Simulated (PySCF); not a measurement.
# Pb: excitation energy

Pb [Xe] 4f14 5d10 6s2 6p2 (3P) → Pb [Xe] 4f14 5d10 6s1 6p2 7s1 (5P), as a difference of total energies. Calculation: PySCF 2.14, in aug-cc-pwCVDZ-PP with ECP60MDF (6s5p4d1f, 48 functions); scalar relativity through the core potential. Correlated levels: valence: 5s2 5p6 5d10 frozen; valence and next inner shell: nothing frozen outside the core potential. The calculations carry no spin-orbit coupling.

```csv
method,excitation energy (eV)
UHF,9.705
PBE,11.695
PBE0,11.425
r2SCAN,11.543
LC-wPBE,11.314
PW91,11.739
TPSSh,11.549
MP2 (valence),10.294
SCS-MP2 (valence),10.529
MP2 (valence and next inner shell),11.422
```

**Question.** Estimate what SCS-MP2 (valence and next inner shell) gives.

**Answer.** 11.461 eV, closest to PBE0 among the rows shown.

**Question.** Estimate what LDA gives.

**Answer.** 12.056 eV, closest to PW91 among the rows shown.

Spin-orbit coupling is strong in these open shells (close to jj coupling). The scalar numbers leave it out and a first-order estimate fails, so it can dominate the gap to the real levels.

The upper state lies above the first ionisation limit. A Rydberg-like electron needs more diffuse functions than a valence basis has.

The promoted electron is Rydberg-like, and one or two diffuse shells describe it only roughly, which tends to raise the upper state.
